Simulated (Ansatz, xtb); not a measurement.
Relative energy of two isomers of ClGeH5O2Si

Structure X is `O[SiH2][O][GeH2][Cl]`, a singlet and structure Y is `O[Si@H](Cl)[O][GeH3]`, a singlet. Both are isolated molecules in the gas phase, relaxed with PBE-D3(BJ)/def2-SVP; the shapes shown needn't be the lowest conformers.

X (Å):

```xyz
10

Cl   -2.2238   -0.3783    1.8591
Ge   -1.2753   -1.2084    0.0833
O    -0.2460    2.2621   -0.6465
O    -1.5581   -0.1033   -1.2916
Si   -1.5989    1.5770   -1.3620
H     0.5893    2.1297   -1.1275
H    -2.7585    2.1270   -0.5983
H    -1.6746    1.8831   -2.8301
H     0.2423   -1.3137    0.3641
H    -1.9782   -2.5344   -0.2764
```

Y (Å):

```csv
atom,x (Å),y (Å),z (Å)
Cl,-0.3462,2.7008,0.6608
Ge,1.4056,-0.2352,1.6961
O,-2.3091,0.5823,-0.4726
O,-0.3513,-0.2710,1.2518
Si,-1.4388,0.9247,0.8991
H,-1.7864,0.3726,-1.2668
H,-2.4476,1.1214,1.9719
H,2.2176,0.2008,0.4509
H,1.6053,0.7436,2.8797
H,1.7183,-1.6957,2.0961
```

Q: Estimate E(Y) − E(X) at the level CCSD(T)/def2-SVP + ΔMP2/def2-TZVPP.

A: Calculated at CCSD(T)/def2-SVP + ΔMP2/def2-TZVPP: E(Y) − E(X) = −34.2 kJ/mol, so structure Y lies lower.

How the difference moves with the method:

```csv
level,geometry,E(Y) − E(X) (kJ/mol),departure from the last row (kJ/mol),"job, with rough time for the two"
PBE-D3(BJ)/def2-SVP,PBE-D3(BJ)/def2-SVP,−32.4,+1.8,"optimisation, 3.2 min"
HF/def2-SVP,PBE-D3(BJ)/def2-SVP,−30.1,+4.1,part of the CCSD(T) run
MP2/def2-SVP,PBE-D3(BJ)/def2-SVP,−32.8,+1.4,part of the CCSD(T) run
CCSD(T)/def2-SVP,PBE-D3(BJ)/def2-SVP,−31.4,+2.8,single point
CCSD(T)/def2-SVP + ΔMP2/def2-TZVPP,PBE-D3(BJ)/def2-SVP,−34.2,,"single point, 84 s"
```

As drawn, Y has 1 Cl–Si, 1 Ge–H in place of 1 Cl–Ge, 1 Si–H.

The levels shown agree on the order. The largest departure from CCSD(T)/def2-SVP + ΔMP2/def2-TZVPP is that of HF/def2-SVP, 4.1 kJ/mol. Levels run at GFN2-xTB geometries aren't shown. The last row adds to CCSD(T) the change of the MP2 difference between the two basis sets, here −2.8 kJ/mol.

With harmonic frequencies from PBE-D3(BJ)/def2-SVP (ideal gas, rigid rotor, one conformer each, 298.15 K, 1 atm): on the last row, ΔE + ΔZPE = −35.6 kJ/mol. A mode under 50 cm⁻¹ makes harmonic enthalpies and free energies unreliable, so none is given.

The correlated steps freeze 21 core orbitals; the filled d shell of Ge is correlated, in a basis made for valence electrons. Codes used: Ansatz 0.2.0; the last row on 2 threads of AMD EPYC 7R43 64-Core Processor (Zen 3) on a shared host.
